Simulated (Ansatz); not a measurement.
Coupled-cluster diagnostics for Cu₄O⁺, Ansatz.

Geometry of the doublet (B3LYP-D4/def2-SVP):

```xyz
5

O     0.340   -0.365    0.225
Cu    1.308    0.991   -0.727
Cu   -0.362   -2.040   -0.201
Cu   -0.105    1.028    1.468
Cu   -1.180    0.387   -0.766
```

Correlated methods freeze 37 core orbitals. No other spin state of charge 1 was run. Another isomer (doublet) lies 0.13 eV lower at PBE0-D4/def2-TZVP; other spin states weren't run for this one.

Task: Estimate the CCSD(T) correlation energy, the shares of MP2 and (T), T1 and the reference's ⟨S²⟩ for: charge 1, doublet, own geometry in def2-SVP; and the rough time on 4 threads of Intel Xeon Platinum 8259CL on a shared host.

Result: 
```csv
state,basis,correlation (eV),MP2 share (%),(T) share (%),T1,⟨S²⟩ (pure),wall time
"charge 1, doublet, own geometry",def2-SVP,-36.516,106.1,4.7,0.040,0.77 (0.75),70 s
```
Customary marks for T1 are 0.02 (closed shells), 0.045 (open shells) and about 0.05 (3d metals). T1 exceeds 0.02 in 1 of 1 rows and 0.045 in 0; the higher it lies, the less the single-reference result can be trusted.
